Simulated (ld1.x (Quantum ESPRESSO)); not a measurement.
PBE TM semilocal dataset for neon, scalar-relativistic all-electron reference.

Ne (Z = 10), norm-conserving Troullier–Martins (semilocal form), made with ld1.x (Quantum ESPRESSO) 7.5 (PBE, scalar-relativistic). Core [He], reference 2s2 2p5 (charge +1). Waves: 2s (bound): rc 0.55 bohr; 2p (bound): rc 0.90 bohr. Local part: the p channel. Core correction: none.

What the tests gave:

- Cutoffs needed: 260 Ry and over 300 Ry (the cutoffs (Ry, on a coarse ladder) from which the occupation-weighted sum of valence levels, in a spherical-Bessel basis at the reference potential, stays within 10 and 1 mRy of its value at 400 Ry)
- Ghost test: no extra level below or beside the all-electron valence levels (s, p tested); the semilocal form is local in each channel, so this says nothing of the separable form that plane-wave codes build from it (spherical-Bessel basis up to 400 Ry, 20 bohr box)
- Largest excitation error: +312 meV (all-electron minus pseudo) for 2s2 2p2, out of 6 test configurations

Generation and tests took about 1.3 s on one core of a shared server CPU.
